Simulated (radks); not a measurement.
Question: All-electron atom: Be II in [He] 2s1. All-electron calculation, scalar-relativistic Kohn-Sham, BLYP, spin-polarised, spherical densities, finite nucleus; open shells are filled with parallel spins first; Fermi nuclear charge, rms radius 2.519 fm. Program: a radial shooting solver on a logarithmic mesh with Libxc functionals. Some entries of the table are withheld. Estimate them.

orbital,occ.,eigenvalue (hartree),<r^2> (bohr^2),<1/r> (bohr^-1)
1s up,1,-4.34163,(1),3.675
1s down,1,-4.32593,(2),3.668
2s up,1,-0.52539,(3),0.6357

Answer: 
(1) 1s up <r^2> (bohr^2): 0.2399
(2) 1s down <r^2> (bohr^2): 0.2407
(3) 2s up <r^2> (bohr^2): 5.903
